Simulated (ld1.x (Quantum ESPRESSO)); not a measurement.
caesium (Cs): one change to a TM potential, before and after

- Element: caesium (Cs)
- Generator: ld1.x (Quantum ESPRESSO) 7.5
- Type: norm-conserving Troullier–Martins (Kleinman–Bylander form)
- Functional: BLYP
- Relativity: scalar-relativistic
- Frozen core: [Kr] 4d10 5s2
- Valence charge: 7
- Reference configuration: 5p6 5d0 6s0 6p0 (charge +1)
- Partial waves: 6s (bound, empty): rc 3.90 bohr; 5p (bound): rc 2.00 bohr; 5d (bound, empty): rc 4.20 bohr
- Local potential: the d channel
- Core correction: none

Change: core correction a·sin(br)/r model core inside 0.76 bohr.

Cutoffs: the cutoffs (Ry, on a coarse ladder) from which the occupation-weighted sum of valence levels, in a spherical-Bessel basis at the reference potential, stays within 10 and 1 mRy of its value at 400 Ry; they do not see the model core or the augmentation charge, which bear on the density cutoff. Errors are all-electron minus pseudo energies relative to the spin-unpolarised reference configuration.

Q: Predict the effect on cutoff, ghosts and configuration errors.

A: The potential gets neither clearly harder nor softer (25 Ry and 45 Ry → 25 Ry and 45 Ry); both files keep a bound ghost (s); of the 5 tests that both files solve, the error grows in 0 and shrinks in 5 by more than 15 % and 0.3 meV (median size 5.3 → 0.9 meV). Exchange and correlation are not linear in the density, so unscreening with the valence charge alone errs where core and valence overlap; a model core restores that term. A model core, the more so a compact one, raises the density cutoff, which this test does not measure.

| quantity | base | changed |
| --- | --- | --- |
| cutoff, loose | 25 Ry | 25 Ry |
| cutoff, tight | 45 Ry | 45 Ry |
| bound ghosts | s | s |
| tests counted (converged, no solver errors) | 5 of 6 | 5 of 6 |
| error for 5p6 5d0 6s1 6p0, meV [ΔE -3.88 eV] | +5.3 | -2.5 |
| error for 5p6 5d0 6s0.5 6p0, meV [ΔE -2.42 eV] | +2.7 | -0.3 |
| error for 5p6 5d0 6s0 6p1, meV [ΔE -2.42 eV] | +3.0 | +0.7 |
| error for 5p6 5d1 6s0 6p0, meV [ΔE -2.16 eV] | +5.3 | -0.9 |
| error for 5p6 5d0.5 6s0.5 6p0, meV [ΔE -3.02 eV] | +5.6 | -1.2 |
| s: phases at 4.53 bohr within 0.05 rad from the reference energy up to (Ry; the scan ends near 5) | 1.0 | 1.0 |
| p: phases at 4.53 bohr within 0.05 rad from the reference energy up to (Ry; the scan ends near 5) | 1.6 | 1.6 |
| d: phases at 4.53 bohr within 0.05 rad from the reference energy up to (Ry; the scan ends near 5) | 0.6 | 0.6 |

Base: Tests not counted: 5p5 5d0 6s1 6p0 (solver errors, printed error -1.5 eV). ld1.x printed “convergence not achieved” for 3 of the counted tests; their residual had stalled under 1e-8, short of the target of 1e-14. Changed file: Tests not counted: 5p5 5d0 6s1 6p0 (solver errors, printed error -1.4 eV). A true bound ghost makes a file unfit for plane-wave use even where its test errors are small: the radial tests pick states by their node count and pass the ghost by. Where a test does run into it, the solver fails or the error is huge.
